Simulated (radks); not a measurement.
Results of a calculation; reference values are marked as such.
Species: F. Configuration: [He] 2s2 2p4 6s1 (not the ground configuration). Code: a radial shooting solver on a logarithmic mesh with Libxc functionals. Model: Dirac Kohn-Sham, PBE, spin-unpolarised, spherical densities, finite nucleus; open shells are shared between the two j in proportion to 2j + 1; Fermi nuclear charge, rms radius 2.8976 fm.

Radial electron density D(r) = 4 pi r^2 rho(r):

| r (bohr) | D(r) (e/bohr) |
|---|---|
| 0.03031 | 3.043 |
| 0.04108 | 4.602 |
| 0.05612 | 6.557 |
| 0.07606 | 8.442 |
| 0.1039 | 9.643 |
| 0.1408 | 9.350 |
| 0.1909 | 7.494 |
| 0.2607 | 5.097 |
| 0.3534 | 4.017 |
| 0.4828 | 4.780 |
| 0.6543 | 5.844 |
| 0.8939 | 5.358 |
| 1.211 | 3.373 |
| 1.655 | 1.349 |
| 2.243 | 0.3416 |
| 3.064 | 0.04822 |
| 4.153 | 0.002700 |
| 5.673 | 0.006362 |
| 7.689 | 0.01357 |
| 10.5 | 0.0002167 |
| 14.24 | 0.01935 |
| 19.45 | 0.009737 |
| 26.36 | 0.01637 |
| 36.01 | 0.05802 |
| 48.8 | 0.003247 |

D(r) has 5 maxima, at r = 0.115, 0.709, 7.27, 16.2, 33.8 bohr, and minima at 0.359, 4.57 bohr, inside which lie 2.21, 8.01 electrons.
